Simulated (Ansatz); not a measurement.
Basis sets compared for (I2In-mu-Cl)2 (In2I4Cl2). Charge 0, multiplicity 1. Geometry PBE-D4/def2-SVP. Ansatz on 4 threads of Arm Neoverse V2 on a shared host; times are rough, and most runs start from earlier orbitals.

```xyz
8

In   -1.3113   -1.1213   -0.6940
I    -1.1446   -1.6204   -3.3148
I    -3.1214   -2.0294    1.0508
Cl   -1.0315    1.4093   -0.3277
In    1.3117    1.1209    0.6948
I     3.1106    2.0320   -1.0599
I     1.1572    1.6192    3.3164
Cl    1.0293   -1.4104    0.3343
```

In the def2 sets I, In take a core potential; there is no spin–orbit coupling.

Binding counts from free atoms (In doublet, I doublet, Cl doublet) in the same basis, without a counterpoise term.

| level | functions | energy (Eh) | HOMO (eV) | LUMO (eV) | binding per atom (eV) | wall time |
| --- | --- | --- | --- | --- | --- | --- |
| PBE-D4/def2-SVP | 192 | -2491.1347 | -6.76 | -4.02 | 2.36 | 3.8 s |
| PBE0-D4/def2-SVP | 192 | -2491.3188 | -7.95 | -3.35 | 2.33 | 8.5 s |

Task: Estimate the rows for PBE-D4/def2-TZVP, PBE0-D4/def2-TZVP.

Result: 
| level | functions | energy (Eh) | HOMO (eV) | LUMO (eV) | binding per atom (eV) | wall time |
| --- | --- | --- | --- | --- | --- | --- |
| PBE-D4/def2-TZVP | 374 | -2491.5020 | -6.84 | -4.04 | 2.34 | 9.5 s |
| PBE0-D4/def2-TZVP | 374 | -2491.6786 | -7.99 | -3.33 | 2.32 | 30 s |
